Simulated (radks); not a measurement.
Values are calculated unless marked as measured or tabulated.
Task: Neutral bismuth, [Hg] 6p3. Level of theory: non-relativistic Kohn-Sham, PBE, spin-polarised, spherical densities, point nucleus (a radial shooting solver on a logarithmic mesh with Libxc functionals). Every spin shell is full or empty, so the densities are truly spherical. Functionals are evaluated on that one density, not self-consistently. Rank these exchange functionals by their error against the exact value of the orbitals, and give that value: LDA, PBE, PBEsol, revPBE, PW86, OPTX, AM05, SOGGA, G96, r2SCAN, TASK, MVS.

Result: Exact: -366.134 hartree. From best to worst, with 100 (|E| - |E exact|)/|E exact| (equal figures are ties): MVS +0.06, r2SCAN -0.20, revPBE -0.28, PBE -0.36, PW86 -0.42, G96 +0.45, PBEsol -1.79, SOGGA -1.80, TASK -1.80, OPTX +1.92, AM05 -3.57, LDA -3.76.
